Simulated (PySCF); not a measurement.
## Correlation energy of O⁺ (oxygen, charge +1)

[He] 2s2 2p3, high-spin 4S determinant. Computed with PySCF 2.14 in def2-SVP (3s2p1d, 14 functions), with no relativity, point nucleus. Frozen: 1s2; 5 electrons correlated.

MP2 pair energies summed by pair of shells (mhartree):

```json
{"pair": "2s-2p", "energy": "-45.31", "share (%)": "65.7"}
{"pair": "2p-2p", "energy": "-16.53", "share (%)": "24.0"}
{"pair": "2s-2s", "energy": "-7.10", "share (%)": "10.3"}
```

Total MP2 correlation energy: -68.93 mhartree.

Same-spin part -19.30 and opposite-spin part -49.63 mhartree; SCS-MP2 scales them by 1/3 and 6/5 to -65.99 mhartree.

```csv
level,correlation energy (mhartree)
CCSD,-83.87
(T),-0.57
CCSD(T),-84.44
```

Diagnostics: T1 = 0.0038, D1 = 0.0069, largest double amplitude 0.036.

Cost of the coupled-cluster step: 0.07 s of wall time on 1 thread of Neoverse-V1 (shared host), for 5 correlated electrons.
